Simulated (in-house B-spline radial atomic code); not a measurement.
Results of a calculation; reference values are marked as such.
# Li in an electron gas of r_s = 1.8: phase shifts, screening and friction

A nucleus sits in a uniform electron gas with a rigid positive background. The Kohn-Sham equations are solved self-consistently in the spin-unpolarised LDA (PW92), non-relativistic, on B-splines with outgoing waves at the boundary and partial waves to l = 8. The model has no lattice, no bands and no magnetic solution. Atomic units; δ_l are the phase shifts at the Fermi level, counted so that each bound state adds π, and good to about 0.0005.

The density parameter is r_s = 1.8 bohr.

```
l  δ_l (rad)
0     2.5442
1     0.5321
2     0.0830
3     0.0158
4     0.0036
5     0.0007
6     0.0002
7     0.0000
8     0.0000
```

Bound levels below the band bottom (hartree): s -1.368.

Q: Check the Friedel sum rule, and say where the screening charge sits.

A: k_F = (9π/4)^(1/3)/r_s = 1.06620. The rule is Z = (2/π) Σ (2l + 1) δ_l. The terms are s 1.620, p 1.016, d 0.264, f 0.070 and 0.027 beyond, in all 2.998 against Z = 3. Bound states hold 2 s, 0 p, 0 d electrons, so the scattering states carry 1.00 in all; where a term is smaller than its bound count, the bound level has drawn weight out of the band.

Q: Find the transport cross section and the electronic stopping of a 2 keV Li ion (mass 6.94 u).

A: σ_tr = (4π/k_F²) Σ (l + 1) sin²(δ_l − δ_(l+1)). The terms for l = 0 to 3 are 0.8176, 0.3770, 0.0135, 0.0006, all together 1.2087, so σ_tr = 11.054 × 1.2087 = 13.362 bohr². With n = 3/(4π r_s³) = 0.04093, the friction coefficient is Q = n k_F σ_tr = 0.5832. For v well below v_F = 1.066, dE/dx = Q v; with 24801 eV per u at v = 1, v = √(2000/(24801 × 6.94)) = 0.1078, so dE/dx = 0.06286 hartree/bohr = 32.3 eV/nm. The largest term couples the s and p waves.
